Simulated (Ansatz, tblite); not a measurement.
Isomers of Zn5Cu2 (singlet), found by a short tight-binding search and relaxed with B3LYP-D4/def2-SVP in Ansatz.

The xTB rows come from tblite.

Run but left out: HF/def2-SVP, MP2/def2-SVP (B: restricted singlet, unstable towards broken spin symmetry).

B: The restricted singlet is unstable towards broken spin symmetry in Hartree–Fock (as tested in another run); at LDA (SPW92)/def2-TZVP, PBE-D4/def2-TZVP, BLYP-D4/def2-TZVP, r2SCAN-D4/def2-TZVP and others this wasn't settled.

Other spin states weren't relaxed.

A:

```csv
atom,x (Å),y (Å),z (Å)
Cu1,0.098,-1.368,-0.682
Cu2,-0.046,0.679,0.332
Zn3,1.816,-3.188,-0.562
Zn4,-1.118,1.413,2.372
Zn5,1.619,2.214,1.195
Zn6,-1.422,-2.562,-2.278
Zn7,-0.948,2.813,-0.376
```

B:

```xyz
7

Cu    0.5718   -0.1470   -2.6639
Cu   -0.1125   -0.9554   -0.5848
Zn   -0.6697    1.6234   -1.4425
Zn    1.8693    0.9539   -0.8506
Zn    0.0204    0.9733    0.9705
Zn   -0.7890   -0.2216    3.1590
Zn   -0.8903   -2.2266    1.4123
```

C:

```xyz
7

Cu   -0.752    0.376    0.073
Cu    1.015   -1.178   -0.094
Zn    1.788    0.807    1.200
Zn    0.295    2.574   -0.051
Zn    1.551    0.793   -1.516
Zn   -0.968   -2.613    0.105
Zn   -2.929   -0.760    0.282
```

Task: Estimate their order by electronic energy at PBE0-D4/def2-TZVP, counted from the lowest.

Result: C (0.0) < B (3.7) < A (15.8), in kcal/mol.

Task: Do the other levels pick the same lowest one?

Result: Not GFN1-xTB, GFN2-xTB. Energies above each level's lowest (kcal/mol):

| level | A | B | C |
| --- | --- | --- | --- |
| GFN1-xTB | 0.0 | 7.5 | 11.0 |
| GFN2-xTB | 0.0 | 10.3 | 11.3 |
| LDA (SPW92)/def2-TZVP | 26.7 | 5.1 | 0.0 |
| PBE-D4/def2-TZVP | 15.4 | 4.5 | 0.0 |
| BLYP-D4/def2-TZVP | 2.3 | 5.1 | 0.0 |
| r2SCAN-D4/def2-TZVP | 21.6 | 4.4 | 0.0 |
| PBE0-D4/def2-TZVP | 15.8 | 3.7 | 0.0 |
Point groups (tolerance 0.1 Å): A not assigned, B Cs, C Cs. Lower isomers may exist.
